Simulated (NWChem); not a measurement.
System: C4H5F; SMILES C=C/C=C/F

```xyz
10

C     -0.2618     2.4588     0.0000
C      0.3816     1.2822     0.0000
C     -0.2761    -0.0148     0.0000
C      0.4005    -1.1665     0.0000
F     -0.2206    -2.3597     0.0000
H     -1.3478     2.5157     0.0000
H      0.2769     3.4012     0.0000
H      1.4719     1.2741     0.0000
H     -1.3635    -0.0490     0.0000
H      1.4829    -1.2632     0.0000
```
Atoms are numbered in this order, from 1.

Computed with NWChem. Medium grid unless said otherwise, to which SCAN and Minnesota functionals are sensitive. All runs use the structure optimised with B3LYP/6-31G* (spherical d). Hybrids' shares of exact exchange are those that their runs print; pure functionals count as 0. The functionals differ in more than this share.

```
row               share of exact exchange  highest occupied level (eV)
----------------  -----------------------  ---------------------------
PBE/def2-TZVP                        0.00                        -5.71
r2SCAN/def2-TZVP                     0.00                        -5.88
TPSSh/def2-TZVP                      0.10                        -6.11
B3LYP/def2-TZVP                      0.20                        -6.55
PBE0/def2-TZVP                       0.25                     withheld
```

**Question.** Fit a straight line of the last column on the one before it, predict the withheld value, and compare with the run.

**Answer.** 
1. Means of the 4 shown rows: x = 0.075, y = -6.062. Slope Σ(x − x̄)(y − ȳ)/Σ(x − x̄)² = -0.1023/0.02750 = -3.718; intercept -5.784.
2. The shown rows scatter about the line by 0.066 (root mean square); the largest residual is -0.10, at r2SCAN/def2-TZVP.
3. At x = 0.25 (PBE0/def2-TZVP; beyond the shown range) the line gives -6.71.
4. The run gives -6.75, -0.04 from the line, 0.6 times the scatter.
